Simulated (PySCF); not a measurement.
**`N#C[C@@H](C(=O)O)C(F)(F)F`, C4H2F3NO2**

Molfile (atoms numbered from 1):
```
C4H2F3NO2
     RDKit          3D

 12 11  0  0  0  0  0  0  0  0999 V2000
   -0.2726    2.7502   -0.1190 N   0  0  0  0  0  0  0  0  0  0  0  0
   -0.2226    1.6190   -0.2509 C   0  0  0  0  0  0  0  0  0  0  0  0
   -0.1396    0.1813   -0.4120 C   0  0  1  0  0  0  0  0  0  0  0  0
    1.1383   -0.3125    0.2996 C   0  0  0  0  0  0  0  0  0  0  0  0
    1.1933   -0.6457    1.4411 O   0  0  0  0  0  0  0  0  0  0  0  0
    2.1568   -0.2924   -0.5486 O   0  0  0  0  0  0  0  0  0  0  0  0
   -1.3864   -0.4973    0.1678 C   0  0  0  0  0  0  0  0  0  0  0  0
   -1.2699   -1.8293    0.1108 F   0  0  0  0  0  0  0  0  0  0  0  0
   -2.4747   -0.1782   -0.5453 F   0  0  0  0  0  0  0  0  0  0  0  0
   -1.6311   -0.1667    1.4294 F   0  0  0  0  0  0  0  0  0  0  0  0
   -0.0739   -0.0598   -1.4795 H   0  0  0  0  0  0  0  0  0  0  0  0
    2.9835   -0.5694   -0.1196 H   0  0  0  0  0  0  0  0  0  0  0  0
  1  2  3  0
  2  3  1  0
  3  4  1  0
  4  5  2  0
  4  6  1  0
  3  7  1  0
  7  8  1  0
  7  9  1  0
  7 10  1  0
  3 11  1  6
  6 12  1  0
M  END
```

Theory: GIAO KT3/pcSseg-1 magnetisability, rotational g tensor and spin-rotation constants, non-relativistic, gas phase (PySCF). Geometry: GFN2-xTB.

(1) How diamagnetic is it, and how anisotropic?

(2) Split it along the inertial axes a, b, c into diamagnetic and paramagnetic parts about the centre of mass, with the quadrupole moment.

(3) And the rotational g tensor?

Answers

(1) Isotropic -1077 × 10⁻³⁰ J/T², or -64.9 × 10⁻⁶ cm³/mol; principal values -1223, -1018, -991 × 10⁻³⁰ J/T², anisotropy 220 × 10⁻³⁰ J/T² (root of half the summed squared differences of the principal values). The susceptibility is in cgs units.

(2) 
| axis | χ (10⁻⁶ cm³/mol) | diamagnetic (10⁻⁶ cm³/mol) | paramagnetic (10⁻⁶ cm³/mol) | summed x² of all electrons (Å²) | quadrupole Θ (D Å) |
| --- | --- | --- | --- | --- | --- |
| a | -62.0 | -729.2 | 667.2 | 174.6 | +12.37 |
| b | -70.8 | -955.3 | 884.5 | 121.2 | -12.32 |
| c | -61.7 | -1254.9 | 1193.2 | 50.6 | -0.05 |

Anisotropies 2χaa − χbb − χcc = +8.6 and 2χbb − χaa − χcc = -17.9 × 10⁻⁶ cm³/mol. Θ is traceless in Buckingham's convention.

(3) 
```
axis  rotational constant (GHz)        g  nuclear part  electronic part
   a                     1.7108  -0.0337        0.5025          -0.5362
   b                     1.2493  -0.0109        0.5082          -0.5191
   c                     0.9282  -0.0152        0.5051          -0.5203
```
Asymmetric top; isotopes 12C, 19F, 1H, 14N, 16O; no vibrational averaging.
